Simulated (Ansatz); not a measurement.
Be8O8⁻ (started as a model of: (BeO)8 cage of four- and six-membered rings). Total charge -1; doublet. Geometry PBE0-D4/def2-SVP, that of the neutral singlet.

Cartesian coordinates in Å:
```
Be -1.730 -0.005 1.357
O -1.811 1.440 0.765
Be -2.049 0.537 -0.592
O -2.278 -0.865 0.062
Be -0.834 -1.494 0.166
O -0.413 -0.812 1.623
Be 0.936 -0.090 1.439
O 0.973 1.412 0.725
Be -0.406 1.668 0.085
O -0.770 0.978 -1.384
Be 0.304 -0.084 -1.690
O 0.210 -1.578 -0.964
O 2.223 -0.675 0.737
Be 2.076 0.712 -0.141
O 1.866 0.100 -1.565
Be 1.703 -1.244 -0.624
```

At PBE-D4/def2-TZVP, PBE0-D4/def2-TZVP the highest occupied level of the charge -1 doublet lies above zero (up to 1.27 eV). Energy differences disagree on whether the electron is bound (positive means bound): 0.35 eV (vertical, against the charge 0 singlet, at PBE-D4/def2-TZVP), but -0.24 eV at PBE-QIDH/def2-TZVP.

(1) Estimate the α-spin orbital energies around the gap (eV) in Ansatz with PBE-D4/def2-TZVP, PBE0-D4/def2-TZVP.

Answers

(1) 
```tsv
orbital	PBE-D4/def2-TZVP	PBE0-D4/def2-TZVP
HOMO−5	-3.68	-5.29
HOMO−4	-3.56	-5.15
HOMO−3	-3.08	-4.66
HOMO−2	-3.08	-4.66
HOMO−1	-3.00	-4.58
HOMO	1.27	1.11
LUMO	1.79	2.21
LUMO+1	2.14	2.61
LUMO+2	2.14	2.61
LUMO+3	2.66	3.22
LUMO+4	2.66	3.22
LUMO+5	2.71	3.27
β HOMO	-2.99	-4.57
β LUMO	1.64	2.29
```
